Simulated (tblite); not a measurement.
Species: C3H13NOSi3.
Geometry (GFN2-xTB, Å), atoms numbered from 1 in this order:
```xyz
21
C3H13NOSi3 angstrom
C      3.1090    0.0286    0.5259
C      1.6326    0.3070    0.4039
O      1.1027    1.3441    0.7807
N      0.8576   -0.6338   -0.1465
Si    -0.8612   -0.1348   -0.2038
C     -1.6205   -1.6977   -1.0195
Si    -0.9354    1.6987   -1.6435
Si    -1.5307    0.0696    2.0202
H      3.6050    0.8752    0.9913
H      3.2676   -0.8616    1.1321
H      3.5349   -0.1436   -0.4610
H      1.2683   -1.4976   -0.4617
H     -1.2202   -1.8877   -2.0120
H     -2.6919   -1.5641   -1.1254
H     -1.4662   -2.5939   -0.4241
H      0.3292    1.9532   -2.3441
H     -1.3129    2.9294   -0.9497
H     -1.9362    1.5084   -2.7064
H     -1.8424    1.4527    2.3764
H     -2.7542   -0.7071    2.2802
H     -0.5440   -0.4279    2.9864
```

Level: GFN2-xTB in tblite, geometry and Hessian alike; calculated harmonic values, unscaled, isolated species. Errors from tens to a few hundred cm⁻¹ against measured bands are possible. Modes of hydrogen on silicon can be 10 to 20 % off. One conformer, not necessarily the lowest.

Harmonic wavenumbers (cm⁻¹): 47.7, 56.2, 66.1, 66.6, 75.9, 86.5, 89.3, 130.0, 136.2, 144.3, 190.1, 197.9, 330.0, 380.7, 410.7, 431.3, 449.4, 453.8, 505.3, 527.9, 567.2, 595.9, 706.6, 739.0, 750.0, 784.9, 797.7, 800.9, 809.2, 813.7, 814.5, 826.7, 957.2, 997.1, 1003.1, 1178.1, 1368.8, 1374.0, 1402.0, 1456.9, 1466.3, 1494.5, 1504.7, 1674.4, 2174.8, 2178.3, 2211.9, 2212.8, 2258.8, 2269.3, 3017.0, 3021.7, 3023.1, 3024.0, 3055.0, 3062.0, 3460.6.

A = 1180, B = 929.4, C = 764.9 MHz; mass 163.030 u (most abundant isotopes); point group Cs, symmetry number 1.

**Question.** What is the zero-point energy?

**Answer.** Half the sum of the wavenumbers: 32314 cm⁻¹ = 92.39 kcal/mol.

**Question.** What is S at 400 K and 1 bar for an ideal gas of classical rigid rotors and harmonic oscillators?

**Answer.** Translation 42.66, rotation 31.20, vibration 67.69: S = 141.6 cal/(mol K).

**Question.** And Cp and H(400 K) − H(0)?

**Answer.** Cp = 63.30 cal/(mol K), of which vibrations give 55.35 (their classical limit is 57 R = 113.3); H(400 K) − H(0) = 16.05 kcal/mol without the zero-point energy, 12.87 from vibrations.

**Question.** Blend soft modes into free rotors: weight 1/[1 + (100 cm⁻¹/ν̃)⁴] for the oscillator and the rest for a rotor with moment μB/(μ + B), μ = h/(8π²ν), B = 10⁻⁴⁴ kg m². What vibrational entropy results?

**Answer.** 60.14 cal/(mol K) in place of 67.69, which changes −T·S at 400 K by +3.02 kcal/mol.

**Question.** Which modes carry the vibrational entropy at 400 K?

**Answer.** 47.7 cm⁻¹: 5.49; 56.2 cm⁻¹: 5.17; 66.1 cm⁻¹: 4.85; 66.6 cm⁻¹: 4.83; 75.9 cm⁻¹: 4.57; 86.5 cm⁻¹: 4.32 cal/(mol K); the other 51 give 38.46 together.

**Question.** What must be added to the electronic energy to get the Gibbs energy at 400 K and 1 bar?

**Answer.** ZPE + [H(400 K) − H(0)] − T·S = 92.39 + 16.05 − 56.62 = 51.82 kcal/mol.

**Question.** How do the functions run with temperature in this model?

**Answer.** 
```csv
T (K),S (cal/(mol K)),Cp (cal/(mol K)),H − H(0) (kcal/mol),G − H(0) (kcal/mol),ln q(vib)
50,64.7,20.3,0.65,-2.59,1.19
100,81.7,28.7,1.90,-6.27,3.94
298.15,124.4,53.3,10.09,-27.01,13.59
373.15,137.2,60.9,14.38,-36.83,16.77
500,156.6,71.2,22.79,-55.49,21.78
750,188.3,85.6,42.51,-98.75,30.57
1000,214.4,95.2,65.19,-149.18,38.24
```

q(vib) and H(0) count from the zero-point level.

Hindered rotation and anharmonicity are outside this model. Other conformers, if any are populated, would add a mixing term that is left out.
